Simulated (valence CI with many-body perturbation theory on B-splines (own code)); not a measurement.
Values are calculated unless marked as measured or tabulated.
# Ag41+: what the settings do

Method: configuration interaction combined with many-body perturbation theory (CI+MBPT): four valence electrons over a frozen Dirac-Fock core [He], a basis of 6 s, 6 p, 5 d, 3 f, 1 g functions for each j, with the one-electron correlation potential Σ1 (screened to all orders), the two-electron term Σ2, the three-electron term Σ3, Breit, model QED; selected single and double excitations, second order for the rest, scaled by the run's own slope (own B-spline code, finite nucleus).

The last digits are not significant, and no measured levels were compared; by estimate large intervals hold to a few tenths of a per cent, small ones and those within an open d or f shell to about a per cent.

The reference run has the lowest level (2s^2 2p1/2^2) J=0 and an ionisation energy of 6562.85 eV. Its largest variational space holds 10000 state functions.

Levels are named by their leading jj configuration (3d3/2^4 stands for four electrons in 3d with j = 3/2), which in mixed levels can hold well under half, so a name can repeat and another be missing. Letters in brackets count levels of one name in rising energy.

Changed runs:
A. cutoff of virtual states (hartree) 4418 → 112000
B. correlating orbitals by l 3 3 3 2 1 → 4 4 0 0 0
C. highest l with Σ1, explicit Σ2 and valence Breit (higher l get mean screening factors) 3 → 2; highest l in the core sums 6 → 3
D. scale of Σ2 1 → -1 (bad on purpose)

Excitation energies of the reference run in cm⁻¹, and shifts in cm⁻¹:

| Level | Reference | A | B | C | D |
| --- | --- | --- | --- | --- | --- |
| (2s^2 2p1/2 2p3/2) J=1 | 1414510 | +56 | -111 | -27 | +660 |
| (2s^2 2p1/2 2p3/2) J=2 | 1526620 | +56 | +1345 | -1.3 | +192 |
| (2s 2p1/2^2 2p3/2) J=2 | 2631000 | +115 | -1058 | -109 | +2156 |
| (2s^2 2p3/2^2) J=2 | 3022610 | +114 | +733 | -4.1 | +241 |
| (2s 2p1/2^2 2p3/2) J=1 | 3059440 | +115 | +3968 | -42 | +4004 |
| (2s^2 2p3/2^2) J=0 | 3293990 | +115 | +268 | +40 | -1130 |
| (2s 2p1/2 2p3/2^2) J=2 [a] | 3974170 | +167 | -952 | -110 | +2196 |
| (2s 2p1/2 2p3/2^2) J=3 | 4211500 | +168 | +2088 | -60 | +2429 |
| (2s 2p1/2 2p3/2^2) J=0 | 4455900 | +169 | +2004 | -23 | +1587 |
| (2s 2p1/2 2p3/2^2) J=1 [a] | 4549720 | +171 | +3629 | -48 | +4688 |
| (2s 2p1/2 2p3/2^2) J=2 [b] | 4630520 | +170 | +5756 | -15 | +4837 |
| (2s 2p1/2 2p3/2^2) J=1 [b] | 4668110 | +169 | +4670 | -6.5 | +4517 |
| Ionisation energy (eV) | 6562.85 | +0.019 | -0.62 | -0.002 | +0.09 |
